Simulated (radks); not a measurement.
Values are calculated unless marked as measured or tabulated.
Question: Species: the chromium ion Cr3+. Configuration: [Ne] 3s2 3p5 3d4 (not the ground configuration). Code: a radial shooting solver on a logarithmic mesh with Libxc functionals. Model: non-relativistic Kohn-Sham, exchange-only B88, spin-polarised, spherical densities, point nucleus; open shells are filled with parallel spins first. Some entries of the table are withheld. Estimate them.

| orbital | occ. | eigenvalue (Ry) | <r> (bohr) | <1/r> (bohr^-1) |
|---|---|---|---|---|
| 1s up | 1 | -432.0824 | 0.06418 | 23.52 |
| 1s down | 1 | -432.0517 | 0.06418 | 23.52 |
| 2s up | 1 | -51.40490 | 0.2963 | 4.975 |
| 2s down | 1 | -51.22994 | 0.2956 | 4.986 |
| 2p up | 3 | -44.16050 | 0.2611 | 4.924 |
| 2p down | 3 | -44.01041 | 0.2604 | 4.933 |
| 3s up | 1 | -8.33955 | (1) | 1.579 |
| 3s down | 1 | -7.81940 | (2) | 1.566 |
| 3p up | 3 | -6.29681 | 0.9351 | 1.465 |
| 3p down | 2 | -5.78939 | 0.9462 | 1.448 |
| 3d up | 4 | -3.03351 | 1.081 | 1.185 |
| 3d down | 0 | -2.56997 | 1.136 | 1.146 |

Answer: 
(1) 3s up <r> (bohr): 0.8922
(2) 3s down <r> (bohr): 0.8986
